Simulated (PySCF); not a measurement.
**Electron correlation in N²⁺ (nitrogen, charge +2)**

[He] 2s2 2p1, 2P determinant. Calculation: PySCF 2.14, in cc-pVTZ-DK (4s3p2d1f, 30 functions); scalar relativity by spin-free X2C-1e. Frozen: 1s2; 3 electrons correlated.

MP2 pair energies summed by pair of shells (mhartree):

```tsv
pair	energy	share (%)
2s-2s	-33.17	58.9
2s-2p	-23.17	41.1
```

Total MP2 correlation energy: -56.34 mhartree.

Same-spin part -3.63 and opposite-spin part -52.71 mhartree; SCS-MP2 scales them by 1/3 and 6/5 to -64.47 mhartree.

```tsv
level	correlation energy (mhartree)
CCSD	-83.03
(T)	-1.03
CCSD(T)	-84.06
```

Diagnostics: T1 = 0.0069, D1 = 0.0132, largest double amplitude 0.136.

Cost of the coupled-cluster step: 0.26 s of wall time on 1 thread of Neoverse-V1 (shared host), for 3 correlated electrons.
